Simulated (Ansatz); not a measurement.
Frontier orbitals of C$_{2}$H$_{7}$BFNO (`CN(C)B(O)F`).

| atom | x (Å) | y (Å) | z (Å) |
| --- | --- | --- | --- |
| C1 | 1.334 | 0.781 | 0.092 |
| N2 | 0.131 | -0.013 | 0.005 |
| C3 | -1.073 | 0.774 | -0.009 |
| B4 | 0.169 | -1.420 | -0.059 |
| O5 | -0.909 | -2.253 | -0.143 |
| F6 | 1.361 | -2.033 | -0.037 |
| H7 | 2.210 | 0.137 | 0.100 |
| H8 | 1.340 | 1.386 | 1.008 |
| H9 | 1.414 | 1.467 | -0.760 |
| H10 | -1.163 | 1.380 | 0.901 |
| H11 | -1.091 | 1.458 | -0.866 |
| H12 | -1.965 | 0.148 | -0.073 |
| H13 | -1.758 | -1.813 | -0.160 |

Total charge 0; spin multiplicity 1. Geometry: relaxed with PBE0-D4/def2-TZVP. It is one conformer, not always the lowest. Basis def2-TZVPP, Ansatz 0.2.0.

```tsv
functional	HOMO (eV)	LUMO (eV)
LDA (SPW92)	-5.79	-0.52
```

(1) Give HOMO and LUMO (eV) with PBE, revPBE, BLYP, r2SCAN, B97M-V, PBE0, B3LYP, r2SCANh, r2SCAN0, HSE06 (plane-wave form), BHLYP, CAM-B3LYP, LC-ωPBE, ωB97X-V, ωB97M-V, HF. (Best estimate.)

Results:

(1) Computed: 
| functional | HOMO | LUMO |
| --- | --- | --- |
| PBE | -5.65 | -0.32 |
| revPBE | -5.59 | -0.22 |
| BLYP | -5.55 | -0.35 |
| r2SCAN | -5.90 | 0.35 |
| B97M-V | -6.03 | -0.13 |
| PBE0 | -7.01 | 0.51 |
| B3LYP | -6.81 | 0.15 |
| r2SCANh | -6.42 | 0.60 |
| r2SCAN0 | -7.19 | 0.95 |
| HSE06 (plane-wave form) | -6.61 | 0.14 |
| BHLYP | -8.32 | 1.11 |
| CAM-B3LYP | -8.42 | 1.25 |
| LC-ωPBE | -9.75 | 2.59 |
| ωB97X-V | -9.41 | 2.37 |
| ωB97M-V | -9.32 | 1.92 |
| HF | -10.36 | 3.07 |

B3LYP here is the variant with VWN-RPA as its local correlation; programs differ in this. LC-ωPBE has ω = 0.4 bohr⁻¹. Positive LUMOs are unbound and depend on the basis.
